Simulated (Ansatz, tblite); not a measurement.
Cost and result up the ladder for Tl₂F (the lowest doublet isomer of a short search) (3 atoms). The state is a doublet with charge 0. Geometry: PBE0-D4/def2-TZVP.

Cartesian coordinates in Å:
```
Tl -1.637 0.172 0.637
Tl 0.974 -0.070 -1.470
F 0.663 -0.102 0.833
```

Ansatz on 4 threads of Arm Neoverse V2 on a shared host; xTB runs through tblite on one thread. Times are rough, summed over both states, and most runs start from the orbitals of an earlier one. CCSD(T)/def2-TZVPP serves as the yardstick here, not as an exact answer. The other state is a singlet.

In the def2 sets Tl takes a core potential; there is no spin–orbit coupling. The xTB rows come from tblite. Correlated methods freeze 9 core orbitals; core or outer-core shells of Tl are correlated, in sets that lack core-valence functions. The structure comes from a short search, and lower isomers may exist.

Correlated methods converge slowly with the basis.

Raw xTB energies of ions are shifted by several eV, and xTB has no spin-polarisation term.

| level | functions | wall time |
| --- | --- | --- |
| GFN2-xTB | 12 | 0.002 s |
| GFN1-xTB | 12 | 0.003 s |
| PBE-D4/def2-TZVP | 131 | 2.4 s |
| PBE0-D4/def2-TZVP (with forces) | 131 | 3.2 s |
| r2SCAN-D4/def2-TZVP | 131 | 5.7 s |
| CCSD(T)/def2-TZVPP | 131 | 16 s |

Problem. Estimate what each level gives for the vertical IE (eV).

Solution. 
| level | vertical IE (eV) | difference from CCSD(T)/def2-TZVPP (eV) |
| --- | --- | --- |
| GFN2-xTB | 6.33 | 1.16 |
| GFN1-xTB | 8.01 | 2.84 |
| PBE-D4/def2-TZVP | 5.46 | 0.28 |
| PBE0-D4/def2-TZVP (with forces) | 5.46 | 0.28 |
| r2SCAN-D4/def2-TZVP | 5.54 | 0.37 |
| CCSD(T)/def2-TZVPP | 5.18 | 0.00 |
